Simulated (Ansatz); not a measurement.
Molecule: C2H3F3O (charge 0, singlet). 
Structure (B3LYP-D3(BJ)/def2-TZVP (Ansatz, a program for electronic structure) minimum search):
SMILES: OCC(F)(F)F
```xyz
9

O     -1.9900    -0.0442     0.2811
C     -0.8259     0.7250     0.4424
C      0.4169    -0.0080    -0.0350
F      0.3021    -0.3471    -1.3409
F      1.5044     0.7780     0.0857
F      0.6476    -1.1369     0.6499
H     -2.1371    -0.2001    -0.6591
H     -0.7094     0.9253     1.5067
H     -0.8661     1.6794    -0.0933
```
Charge 0, spin multiplicity 1.

Basis-set convergence of Hartree-Fock and CCSD correlation energies (hartree) with Ansatz. Valence correlation only, unless marked. Spin-orbit coupling is left out. Non-relativistic.

| basis | functions | E(HF) | E(corr, CCSD) |
|---|---|---|---|
| cc-pVDZ | 99 | -450.69159 | -1.03943 |
| cc-pVTZ | 222 | … | … |

Task: Complete the blanks.

Result: 
- cc-pVTZ, E(HF): -450.84332
- cc-pVTZ, E(corr, CCSD): -1.33119
